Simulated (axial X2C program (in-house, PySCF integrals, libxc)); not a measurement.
MnSe⁺: cheaper levels and CCSD(T), two-component

Calculated with an in-house relativistic program for diatomic molecules. Two-component (2c) means X2C with spin–orbit coupling and atomic mean-field two-electron Coulomb and Gaunt terms. Basis: Se dyall-cv3z [8s9p6d4f1g], Mn dyall-cv3z [9s10p6d3f2g] (cores contracted in-house); Gaussian nuclei, density fitting, unrestricted open shells. Masses: Se 79.917 u, Mn 54.938 u.

State: Ω = 1 (⟨Sz⟩ = 2.00, ⟨Lz⟩ = -1.00 at HF); fragments Se + Mn+.

| level | Re (Å) | ωe (cm⁻¹) | De (eV) |
| --- | --- | --- | --- |
| PBE0 | 2.280 | 306.8 | 2.08 |
| CCSD | 2.347 | 293.3 | 1.55 |
| PBE | 2.212 | 318.7 | 2.78 |

Correlated methods: 12 electrons correlated (number of frozen shells: Se 3 s, 2 p, 1 d; Mn 3 s, 2 p), 278 virtual spin orbitals or spinors in MP2, 90 natural virtuals in coupled cluster.

CCSD(T), same Hamiltonian and basis:

Re = 2.339 Å, ωe = 297.7 cm⁻¹, De = 1.66 eV; T1 = 0.024 (Lee–Taylor normalisation).

**Question.** Give the differences from CCSD(T) in the columns below.

**Answer.** 

| level | ΔRe (Å) | Δωe (cm⁻¹) | ΔDe (eV) |
| --- | --- | --- | --- |
| PBE0 | -0.059 | 9.1 | 0.42 |
| CCSD | 0.008 | -4.4 | -0.11 |
| PBE | -0.127 | 21.0 | 1.12 |

Occupations by symmetry block were frozen at the best pattern of an incomplete PBE0 search. De is counted from the lowest determinant-based energies of the atoms at the same level, without counterpoise correction. Density functionals use the spin component along the axis (collinear). Coupled cluster ran in a truncated set of natural virtual spinors; the MP2 energy of the rest was added. (T) has no such correction and the atoms are truncated less, which lowers De at CCSD(T) by a hundredth of an eV or more. PBE0 can misorder states that lie within some tenths of an eV, so this need not be the ground state of the molecule. The nearest other 2c determinant of the search, Ω = 3, lies 0.22 eV up at the distance of the search. Without a current term, density functionals place determinants with orbital angular momentum somewhat too high. With several unpaired electrons one determinant need not be a pure state. Open-shell Ω = 0 determinants with evenly filled partner blocks cannot be reached by this program, so the Ω shown need not be the lowest component. The determinant is spin-polarised beyond a pure state at some levels (its spin-free form has ⟨S²⟩ too high), which makes Re and μ there less reliable.
